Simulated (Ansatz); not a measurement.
`C[O][Mo](=[O])(=[S])[Cl]` at its PBE0-D4/def2-TZVP geometry, where that method's forces vanish. The species carries charge 0 and has multiplicity 1. Mo takes the def2 core potential.

```
atom    x (Å)    y (Å)    z (Å)
  C1   1.2153  -0.9765  -0.3023
  O2   0.3092  -0.3074   0.5440
 Mo3  -1.1366   0.8058   0.4315
  O4  -2.3226   0.2808   1.4785
  S5  -1.8762   0.7187  -1.5385
 Cl6  -0.5508   2.9254   0.9245
  H7   2.2011  -0.5180  -0.1944
  H8   1.2691  -2.0242   0.0003
  H9   0.8914  -0.9045  -1.3437
```

(1) For each bond, give half the difference of the two atoms' forces along it (eV/Å; positive pushes the atoms apart) under PBE-D4, r2SCAN-D4, B3LYP-D4, ωB97M-V in def2-TZVPP. (Best estimate.)

Results:

(1) Computed: 
```
   bond  length (Å)  PBE-D4  r2SCAN-D4  B3LYP-D4  ωB97M-V
  C1–O2       1.409    0.03       0.17      0.17     0.38
  C1–H7       1.093    0.10      -0.06     -0.10    -0.14
  C1–H8       1.092    0.09      -0.06     -0.10    -0.13
  C1–H9       1.093    0.09      -0.06     -0.08    -0.10
 O2–Mo3       1.828    0.15       0.04      0.09    -0.02
 Mo3–O4       1.667    1.12       0.62      0.44    -0.50
 Mo3–S5       2.106    0.41       0.24      0.27    -0.22
Mo3–Cl6       2.254   -0.23      -0.14      0.09     0.31
```

B3LYP here is the variant with VWN-RPA as its local correlation; programs differ in this.
